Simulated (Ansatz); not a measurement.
Input for Ansatz (an electronic-structure program): R-MP2/def2-TZVPPD on BrH2Sb (SMILES [Br][SbH2]), atoms moved off the minimum. Elements past Kr take the def2 small-core potentials; no spin–orbit coupling. Files ending in .json are basis or fitting sets from the Basis Set Exchange. The run froze 23 orbitals, filled d shells among them.

Ansatz 0.2 input:
```yaml
crystal:
  periodic: [false, false, false]
  atoms:
    - {symbol: Sb, position_ang: [-0.58712402, -0.57503898, 0.46294896]}
    - {symbol: H, position_ang: [-0.37937655, -1.94924708, -0.48928985]}
    - {symbol: H, position_ang: [-1.99390460, -0.23789401, -0.43853539]}
    - {symbol: Br, position_ang: [0.89321858, 0.97419645, -0.74884505]}
basis:
  gaussian:
    orbitals: def2-TZVPPD.json
magnetization: {spin_polarized: false}
correlation: {method: mp2, electrons: outside_noble_gas}
scf: {lower_state_search: off}
output: {forces: true}
```

Program output:

```
WARN ansatz: RAYON_NUM_THREADS=1 ignored (pool sized by the plan → 1); use --threads N
Functional definition: HF
these checks for a lower state are left out or cut short: starts, cluster_reference, orbital_swaps, neighbouring_geometries, increment
integrals: 0.15 GiB planned
1041 factors; integrals over basis functions are off by at most 5.8e-4 eV
mean field: 0.48 GiB planned
mean field evaluation 1: about -76541.2852 eV, gradient 1.2e1 eV
mean field evaluation 2: about -76541.3285 eV, gradient 1.3e1 eV
mean field evaluation 4: about -76541.9846 eV, gradient 1.7e0 eV
mean field evaluation 8: about -76542.0016 eV, gradient 1.2e-1 eV
mean field -76542.00172960 eV, -2812.8666815306 hartree, gradient 2.5e-6 eV, S^2 0.000000; 0 other end points of the search recorded, 0 dependent functions left out
23 core orbitals not correlated
reference -76542.00172960 eV, -2812.8666815306 hartree; 7, 7 occupied and 117, 117 virtual orbitals, 1041 factors
densities: 0.38 GiB planned
second order -7.84598478 eV of doubles, -0.00000000 eV of singles
the calculation of the forces begins
mean field evaluation 16: about -76542.0017 eV, gradient 2.5e-6 eV
Total energy: -76549.84771438 eV, -2813.1550161532 hartree
Atom 0 at    -0.587124    -0.575039     0.462949 Å, force    -0.677074    -0.286020     0.698697 eV/Å
Atom 1 at    -0.379377    -1.949247    -0.489290 Å, force     0.262319    -0.229372    -0.253024 eV/Å
Atom 2 at    -1.993905    -0.237894    -0.438535 Å, force    -0.016328     0.143201     0.015636 eV/Å
Atom 3 at     0.893219     0.974196    -0.748845 Å, force     0.431083     0.372190    -0.461309 eV/Å
Dipole moment:    -0.232232    -0.256292     0.208768 e Å
Checks for a lower state left out: starts, cluster_reference, orbital_swaps, neighbouring_geometries, increment
```

Self-consistency was reached.

Cost: very roughly 8 core-seconds.
